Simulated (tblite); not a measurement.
tert-butylarsine (C₄H₁₁As), singlet, geometry from GFN2-xTB; GFN1-xTB (tblite).

tblite was given this input:
```
$ tblite run mol.xyz --method gfn1 --charge 0 --spin 0 --grad --json tblite.json --no-restart

# file mol.xyz
16

C     -0.83316122     1.27658107     1.24304788
C     -0.73344256     0.02351481     0.38238815
C     -0.87008621    -1.21851579     1.25927285
C     -1.83703839     0.03118536    -0.67224718
As     1.04249619    -0.07969482    -0.57345441
H     -1.79691596     1.31804641     1.75234834
H     -0.73318524     2.17315849     0.63040051
H     -0.04778167     1.28733430     1.99951757
H     -0.79786018    -2.12403746     0.65387815
H     -1.83096123    -1.22802419     1.77463380
H     -0.07828299    -1.24420087     2.00985401
H     -1.77479274    -0.86143756    -1.29757801
H     -1.74317674     0.90752870    -1.31582814
H     -2.82219543     0.05305933    -0.20539039
H      1.02361566     1.36449750    -0.99321368
H      1.84153244     0.30741159     0.64060304
```

Question: Write the output that tblite gives for this input, abridged.

Answer: 
```
xTB calculator
 | screened Coulomb repulsion
 | Coulomb electrostatics
 |  * isotropic Klopman-Ohno-Mataga-Nishimoto electrostatics
 |  * onsite third-order electrostatics
 | DFT-D3(BJ) dispersion correction

halogen bonding energy    0.0000000000000E+00 Eh
repulsion energy          2.0049819616604E-01 Eh
dispersion energy        -6.6260507994965E-03 Eh
number of electrons       3.2000000000000E+01 e
integral cutoff           3.1748705921966E+01 bohr

------------------------------------------------------------
  cycle        total energy    energy error   density error
------------------------------------------------------------
      1     -16.69818623509  -1.6892058E+01   5.0446935E-01
      2     -16.66187226475   3.6313970E-02   3.1186877E-01
      3     -16.27989706973   3.8197520E-01   2.7722210E-01
      4     -16.74966684257  -4.6976977E-01   3.5756721E-02
      5     -16.76054608750  -1.0879245E-02   2.2000867E-03
      6     -16.76057935626  -3.3268765E-05   5.9194247E-04
      7     -16.76057446786   4.8884085E-06   7.6517780E-04
      8     -16.76057915910  -4.6912424E-06   3.0850277E-04
      9     -16.76057994836  -7.8926535E-07   2.1224402E-05
     10     -16.76057994997  -1.6034285E-09   3.7647785E-06
------------------------------------------------------------

electronic energy        -1.6954452095333E+01 Eh
total energy             -1.6760579949966E+01 Eh

Post processing:
 | Mayer-Wiberg bond orders

[Info] Tight-binding results written to 'tblite.txt'
[Info] JSON dump of results written to 'tblite.json'
```
